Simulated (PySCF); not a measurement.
# Computed properties of CH2FNOSi, SMILES N#CO[SiH2]F

CH2FNOSi, SMILES N#CO[SiH2]F. Coordinates come from a ωB97X-D3(BJ)/def2-SVP optimisation. This is a generated structure with no PubChem entry under its InChIKey; it may be hypothetical. The values are those of a single conformer. All values are computed for the isolated molecule unless a solvent is named; none is compared with measurement here.

**Structure.** All 15 harmonic modes at ωB97X-D3(BJ)/def2-SVP (PySCF) are real, so it is a minimum. With heavy atoms numbered as in [N:1]#[C:2][O:3][SiH2:4][F:5], the shortest bond between them is N1–C2 at 1.159 Å and the longest O3–Si4 at 1.700 Å.

**Vibrations.** The strongest infrared lines (harmonic, unscaled, degenerate partners summed) lie at 2460 cm⁻¹ (255 km/mol, C 65 %, N 32 %), 992 cm⁻¹ (249 km/mol, H 60 %, Si 28 %, F 12 %), 1232 cm⁻¹ (249 km/mol, O 66 %, N 27 %). The softest mode is at 54 cm⁻¹ and the zero-point energy is 21.4 kcal/mol.

**Electronic structure.** r2SCAN/def2-TZVP (PySCF) places the frontier levels at -7.93 and -1.08 eV, a gap of 6.85 eV, and gives a dipole moment of 4.55 D and a mean polarisability of 41.7 bohr³. PBE/def2-TZVP (PySCF) at the same geometry gives -7.63 and -1.50 eV, so its gap is 0.72 eV narrower. An orbital gap is neither the optical nor the fundamental gap.

**Excitations.** TDA-M06-2X/def2-SVPD (PySCF) has S1 at 7.35 eV (169 nm, f = 0.001, dark); the most intense of the 10 singlets computed lies at 9.14 eV (f = 0.04). T1 (TDA) is at 6.76 eV, 0.59 eV under S1. TDA-PBE/def2-SVPD (PySCF) puts S1 at 6.28 eV. No vertical singlet excitation falls in the visible range (under 3.1 eV).

**NMR.** GIAO shifts at HF/pcSseg-1 (PySCF) (non-relativistic, atoms alike by connectivity averaged): ¹³C at 120.8 ppm against TMS; ¹H at 4.7 ppm against TMS; ²⁹Si at -26.3 ppm against TMS; ¹⁹F at -132.7 ppm against CFCl3.
